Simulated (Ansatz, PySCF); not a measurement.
Hf(F)(SH)3 (FH₃HfS₃), SMILES [F][Hf]([SH])([SH])[SH], multiplicity 1. Atoms are numbered in the order given.

```xyz
8

Hf     0.2602    -0.3208    -0.1217
F      1.4424    -1.8094    -0.0381
S      1.1151     1.6170     1.0629
H      1.4904     0.8591     2.1238
S     -0.1378     0.3729    -2.4169
H     -1.3963     0.7566    -2.0906
S     -1.8739    -0.8444     0.9257
H     -1.8764    -2.0984     0.4079
```
Charge 0, spin multiplicity 1.

Coordinates come from a PBE0-D3(BJ)/def2-SVP optimisation. The spin state was assumed, not searched. The structure was generated by enumeration; whether it is a known compound was not checked. The def2 effective core potentials stand for the cores of Hf; spin–orbit coupling is left out. One conformer was computed; it need not be the lowest.

Two levels are set side by side: PBE-D3(BJ)/def2-SVP (Ansatz, a first-principles code) and PBE0-D3(BJ)/def2-SVP (Ansatz). Each level has its own optimised geometry; the coordinates shown are those of the second. Frequencies come from the Hessian of PySCF at each geometry. Differences are taken from unrounded values.

```
quantity                            PBE0-D3(BJ)  PBE-D3(BJ)  PBE-D3(BJ) minus PBE0-D3(BJ)
----------------------------------  -----------  ----------  ----------------------------
mean bond length (Å)                      1.895       1.906                         0.011
bond Hf1–F2 (Å)                           1.903       1.915                         0.012
bond Hf1–S3 (Å)                           2.427       2.437                         0.010
bond Hf1–S5 (Å)                           2.431       2.442                         0.011
bond Hf1–S7 (Å)                           2.434       2.445                         0.011
bond S3–H4 (Å)                            1.357       1.369                         0.012
bond S5–H6 (Å)                            1.356       1.367                         0.012
bond S7–H8 (Å)                            1.357       1.369                         0.012
highest harmonic wavenumber (cm⁻¹)         2689        2592                           -97
mean harmonic wavenumber (cm⁻¹)             688         665                           -23
zero-point energy (kcal/mol)              17.70       17.11                         -0.58
```

Exact exchange shortens and stiffens bonds; PBE has none. Differences between two approximate levels are no errors against the true value.
